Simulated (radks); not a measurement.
The holmium ion Ho39+, configuration [Ar] 3d10. All-electron calculation, Dirac Kohn-Sham, LB94 model potential, spin-unpolarised, spherical densities, finite nucleus; Fermi nuclear charge, rms radius 5.2022 fm. Program: a radial shooting solver on a logarithmic mesh with Libxc functionals. Some entries of the table are withheld. Estimate them.

orbital  occ.  eigenvalue (Ry)  <1/r> (bohr^-1)
1s1/2       2              (1)            76.12
2s1/2       2        -812.8107            18.32
2p1/2       2              (2)              (3)
2p3/2       4              (4)              (5)
3s1/2       2        -274.7689            6.797
3p1/2       2        -260.9413              (6)
3p3/2       4        -247.1121              (7)
3d3/2       4        -223.6801            6.028
3d5/2       6        -220.5843            5.879

Answer. 
(1) 1s1/2 eigenvalue (Ry): -4220.072
(2) 2p1/2 eigenvalue (Ry): -781.2103
(3) 2p1/2 <1/r> (bohr^-1): 18.32
(4) 2p3/2 eigenvalue (Ry): -717.3234
(5) 2p3/2 <1/r> (bohr^-1): 15.96
(6) 3p1/2 <1/r> (bohr^-1): 6.732
(7) 3p3/2 <1/r> (bohr^-1): 6.131
